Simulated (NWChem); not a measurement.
Molecule: C3H7FSi; SMILES C/C=C/[SiH2]F

```xyz
12

C      0.2946     2.9365     0.0699
C     -0.2467     1.5427     0.2003
C      0.3088     0.4292    -0.3074
Si    -0.4805    -1.2340    -0.1056
F      0.4113    -2.1971     0.8468
H      1.2271     2.9581    -0.5030
H      0.4851     3.3734     1.0595
H     -0.4328     3.5935    -0.4258
H     -1.1788     1.4579     0.7639
H      1.2424     0.5313    -0.8655
H     -0.6192    -1.9363    -1.4094
H     -1.8131    -1.0495     0.5289
```
Atoms are numbered in this order, from 1.

The geometry was optimised at B3LYP/6-31G* (spherical d).

Task: Give the principal values of the shielding tensors (ppm) of C1, C2, C3, Si4, F5 from PBE/6-311G** (spherical d), GIAO (NWChem), with their diamagnetic and paramagnetic parts as GIAO splits them.

Result: 
```json
[
 {"atom": "C1", "σ11": "143.1", "σ22": "146.3", "σ33": "184.7", "isotropic": "158.0", "diamagnetic": "247.8", "paramagnetic": "-89.7"},
 {"atom": "C2", "σ11": "-92.5", "σ22": "18.8", "σ33": "151.0", "isotropic": "25.7", "diamagnetic": "253.8", "paramagnetic": "-228.1"},
 {"atom": "C3", "σ11": "-48.5", "σ22": "53.3", "σ33": "158.9", "isotropic": "54.6", "diamagnetic": "258.3", "paramagnetic": "-203.7"},
 {"atom": "Si4", "σ11": "295.8", "σ22": "320.4", "σ33": "389.9", "isotropic": "335.4", "diamagnetic": "880.0", "paramagnetic": "-544.6"},
 {"atom": "F5", "σ11": "350.7", "σ22": "363.7", "σ33": "417.1", "isotropic": "377.2", "diamagnetic": "472.9", "paramagnetic": "-95.7"}
]
```
